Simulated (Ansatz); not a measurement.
Calculated with Ansatz (gas phase, PBE0-D4/def2-TZVP geometries, no zero-point term in ΔE). CCSD(T)/CBS is the MP2 limit (def2-TZVPP, def2-QZVPP) plus CCSD(T) − MP2 in def2-TZVPP, frozen cores. Functionals use def2-TZVPP. def2 core potentials past Kr. For Sn outer-core shells are correlated without core-valence functions, which leaves a few kJ/mol of doubt a bond. One conformer a species, not always the lowest.

Consider the cleavage of the Si–Si bond: `N[SiH2][SiH](F)[SiH3]` + `[OH][Sn][OH]` → `[OH][Sn][O][SiH3]` + `N[SiH2][SiH2]F`.

```
         level  ΔE (eV)
           PBE    -0.80
MP2/def2-QZVPP    -1.22
```

(1) What does CCSD(T)/CBS give? (An estimate is asked.)

Largest T1 diagnostic among the species: 0.018.

## Answers

(1) Ansatz gave: -1.12 eV. The listed levels differ from it by 0.32, -0.10 eV.

From PBE to PBE0 (25 % exact exchange), in def2-TZVPP and without D4, ΔE moves by −0.12 eV. In def2-TZVPP, CCSD(T) changes the Hartree–Fock value by +0.29 eV (the triples alone add +0.04 eV) and MP2 by +0.20 eV.
